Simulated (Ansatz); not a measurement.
Two structures of SiNH$_{6}$Br, singlet, reached by relaxing down either side of one saddle point (PBE0-D4/def2-TZVP). Energies are electronic, without zero-point energy. Computed with Ansatz 0.2.0 (basis: def2-TZVPP and def2-QZVPP); correlated methods freeze the cores. Filled d shells of the heavier atoms are correlated. The def2 sets are not built for correlating such inner shells, so the correlated values are less sure here. Extrapolation: Hartree–Fock as exp(−7.88 √X), correlation as X^−2.97. First:

```csv
atom,x (Å),y (Å),z (Å)
Si1,-0.4614,-0.0081,-0.1471
H2,0.9588,-0.0112,0.3478
H3,-0.8202,-1.4252,-0.3991
H4,-1.2831,0.5752,0.9413
N5,-0.7300,0.8903,-1.5807
H6,1.5573,-0.8711,1.8376
Br7,1.8993,-1.5889,3.0270
H8,-0.7172,1.8970,-1.5595
H9,-0.4037,0.5421,-2.4674
```

Second:

Si1  (-1.184, -0.536, 0.392)
H2  (3.059, 0.896, -0.281)
H3  (-1.725, -1.775, -0.207)
H4  (-2.192, 0.241, 1.144)
N5  (-0.559, 0.442, -0.852)
H6  (2.544, 0.517, 0.106)
Br7  (0.314, -1.213, 1.919)
H8  (-0.285, 1.392, -0.657)
H9  (0.028, 0.037, -1.564)
(Å)

Task: Which bonds change from the first to the second?

Result: SiNH₅ ([NH2][SiH3]) + HBr → SiNH₄Br ([NH2][SiH2][Br]) + H₂; bonds formed: Si1–Br7, H2–H6; bonds broken: Si1–H2, H6–Br7.

Task: Give the saddle point's structure and its height above each. (An estimate is asked for; the value comes from the calculation.)

Result: The calculation gives: 1.226 eV above the first and 2.158 eV above the second (CCSD(T) at an estimated basis limit (MP2 extrapolated from triple and quadruple zeta, plus CCSD(T) − MP2 in triple zeta)).
| atom | x (Å) | y (Å) | z (Å) |
| --- | --- | --- | --- |
| Si1 | -0.3328 | -0.2112 | 0.2003 |
| H2 | 1.3762 | 0.2079 | 0.1649 |
| H3 | -0.4910 | -1.6009 | -0.2386 |
| H4 | -0.9983 | 0.5916 | 1.2306 |
| N5 | -0.5906 | 0.6858 | -1.2273 |
| H6 | 1.3711 | -0.2725 | 0.8802 |
| Br7 | 0.7614 | -1.4093 | 2.3660 |
| H8 | -0.7059 | 1.6865 | -1.2310 |
| H9 | -0.3902 | 0.3224 | -2.1452 |

The T1 diagnostic stays at or below 0.010.

Labels in which every atom is bracketed show which atoms are joined, not bond orders.

For scale, one of the runs: CCSD(T)/def2-TZVPP, 205 basis functions, launched by `ansatz run in.yaml --threads 4 --pin off --events-out ev --progress --plain --max-ram 9574MiB`. The run took 97 s on 4 CPU threads of an Intel Xeon (shared host), with 2.6 GiB of host memory at its peak.
